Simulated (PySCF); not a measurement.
PySCF input:

```python
from pyscf import gto, scf, dft

mol = gto.M(
    atom='''
    Be   -0.46050688    0.43378722    0.14030221
    Br    0.94825636   -0.85340450   -0.31289798
    S    -1.81264703    1.70192994    0.55559656
    H    -2.34459255    0.90312952    1.50067542
    ''',
    basis='def2-tzvpd',
    charge=1,
    spin=1,
    verbose=4,
)

mf = dft.UKS(mol, xc='m062x').density_fit(auxbasis='def2-universal-jkfit')
mf.grids.level = 4
mf.conv_tol = 1e-9
mf.max_cycle = 100
mf.max_memory = 1500
mf.kernel()
if not mf.converged:
    mf = mf.newton()
    mf.kernel(mf.make_rdm1())
for _ in range(2):
    mo, _, stable, _ = mf.stability(return_status=True)
    if stable:
        break
    mf.kernel(mf.make_rdm1(mo, mf.mo_occ))
mf.analyze()
```

Q: Which total energy does the run end on?

A: -2987.45832 Eh (M06-2X/def2-TZVPD).

This state (charge 1, doublet) is run at the relaxed geometry of the species with charge 0 and multiplicity 1.
